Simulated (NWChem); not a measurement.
System meant: Si$_{2}$NH$_{6}$OF; SMILES [Si@@](F)([SiH3])(N)O

NWChem input:

```
start job
memory heap 200 mb stack 900 mb global 1100 mb
geometry units angstroms noautosym nocenter noautoz
  N     -1.501852     1.010195    -0.537027
  Si     0.031676     0.434137    -0.032742
  O      1.129174     1.143638    -1.079415
  F      0.490731     0.890559     1.489634
  Si     0.025084    -1.909383    -0.011804
  H     -1.623465     1.978872    -0.842165
  H     -2.367057     0.604744    -0.177692
  H      2.024994     1.232541    -0.710155
  H     -1.124177    -2.417039     0.821287
  H     -0.125425    -2.455364    -1.405844
  H      1.302754    -2.444289     0.578061
end
basis spherical
  N library def2-svp
  Si library def2-svp
  O library def2-svp
  F library def2-svp
  H library def2-svp
end
dft
  xc xtpss03 ctpss03
  iterations 150
end
property
  shielding
end
task dft property
```

End of the output:

```
 Vector   32  Occ=0.000000D+00  E= 2.279886D-02
              MO Center= -6.9D-02,  6.1D-01, -2.6D-01, r^2= 7.2D+00
   Bfn.  Coefficient  Atom+Function         Bfn.  Coefficient  Atom+Function
  ----- ------------  ---------------      ----- ------------  ---------------
     3      0.878509   1 N  s                18     -0.798680   2 Si s
    90     -0.593871   8 H  s                85     -0.524651   7 H  s
    35      0.493147   3 O  s                80     -0.492552   6 H  s
    64      0.475043   5 Si s                63      0.413990   5 Si s
   100     -0.363037  10 H  s                72      0.296159   5 Si py

 center of mass
 --------------
 x =   0.10239223 y =   0.07757664 z =   0.00883824

 moments of inertia (a.u.)
 ------------------
         893.903269803517         -14.946957784049         -21.354546007393
         -14.946957784049         502.936461647161          16.221801772727
         -21.354546007393          16.221801772727         903.125031860756

     Multipole analysis of the density
     ---------------------------------

     L   x y z        total         alpha         beta         nuclear
     -   - - -        -----         -----         ----         -------
     0   0 0 0     -0.000000    -29.000000    -29.000000     58.000000

     1   1 0 0     -0.236586     -1.837255     -1.837255      3.437924
     1   0 1 0      0.266972      0.056460      0.056460      0.154052
     1   0 0 1     -0.077648      1.234809      1.234809     -2.547266

     2   2 0 0    -27.257899    -91.291148    -91.291148    155.324396
     2   1 1 0     -0.779801     -1.923025     -1.923025      3.066248
     2   1 0 1     -0.400455     -5.219872     -5.219872     10.039290
     2   0 2 0    -33.258790   -198.878450   -198.878450    364.498111
     2   0 1 1     -0.758222      7.142728      7.142728    -15.043679
     2   0 0 2    -37.549565    -82.264958    -82.264958    126.980351

          -----------------------------------------
          Chemical Shielding Tensors (GIAO, in ppm)
          -----------------------------------------

 ------------------------------------------------------------------------
  xtpss03: d2 not coded                    0
 ------------------------------------------------------------------------
 ------------------------------------------------------------------------
  current input line :
    30: task dft property
 ------------------------------------------------------------------------
 ------------------------------------------------------------------------
 This error has not yet been assigned to a category
 ------------------------------------------------------------------------
 For more information see the NWChem manual at https://nwchemgit.github.io

0: xtpss03: d2 not coded:Received an Error in Communication
```

Q: Can this run be used? If not, why, and what is the fix?

A: The run crashed. Cause: this functional's second derivatives, which shieldings need, aren't coded here; the fix takes a hybrid GGA instead. This input runs:
```
start job
memory heap 200 mb stack 900 mb global 1100 mb
geometry units angstroms noautosym nocenter noautoz
  N     -1.501852     1.010195    -0.537027
  Si     0.031676     0.434137    -0.032742
  O      1.129174     1.143638    -1.079415
  F      0.490731     0.890559     1.489634
  Si     0.025084    -1.909383    -0.011804
  H     -1.623465     1.978872    -0.842165
  H     -2.367057     0.604744    -0.177692
  H      2.024994     1.232541    -0.710155
  H     -1.124177    -2.417039     0.821287
  H     -0.125425    -2.455364    -1.405844
  H      1.302754    -2.444289     0.578061
end
basis spherical
  * library def2-svp
end
dft
  xc pbe0
  iterations 150
end
property
  shielding
end
task dft property
```
It converges to -811.69831 Ha (PBE0/def2-SVP, GIAO).
